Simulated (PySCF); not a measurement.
## Worked example: chemical shift, span and skew from a shielding tensor

CH₇GeNSi₂, SMILES [SiH3][C]1=N[SiH2][GeH2]1. Atoms are numbered in the order given.

```xyz
12

Si    -0.1055     2.6287     0.0000
C     -0.3623     0.7496     0.0000
N     -1.5365     0.2137     0.0000
Si    -1.2393    -1.5694     0.0000
Ge     0.9875    -0.7501     0.0000
H     -1.4032     3.3574     0.0000
H      0.6935     2.9925     1.2084
H      0.6935     2.9925    -1.2084
H     -1.7934    -2.2370    -1.2115
H     -1.7934    -2.2370     1.2115
H      1.8807    -0.8451    -1.2490
H      1.8807    -0.8451     1.2490
```
Charge 0, spin multiplicity 1.

Geometry: ωB97X-D3(BJ)/def2-SVP. The structure was generated by enumeration, and PubChem lists no compound with its InChIKey, so it may never have been made.

GIAO shieldings from PySCF with PBE0/pcSseg-1, non-relativistic, no solvent. The symmetric part of the tensor of N3 has the principal values -942.2, -261.5, 151.0 ppm. The same nucleus in NH3 has σ = 267.4 ppm at this level (PySCF, at its B3LYP-D3(BJ)/def2-TZVP geometry).

Q: Work out the isotropic shielding, the ¹⁵N shift against NH3, the span and the skew.

A: 
σ(iso) = (σ11 + σ22 + σ33)/3 = -350.9 ppm. δ = σ(ref) − σ(iso) = 267.4 − (-350.9) = 618.3 ppm.
Span Ω = σ33 − σ11 = 1093.2 ppm. Skew κ = 3(σ(iso) − σ22)/Ω = -0.25. Tumbling in solution averages the tensor to δ; in a static solid the shielding alone would spread this spin-1/2 line over Ω.
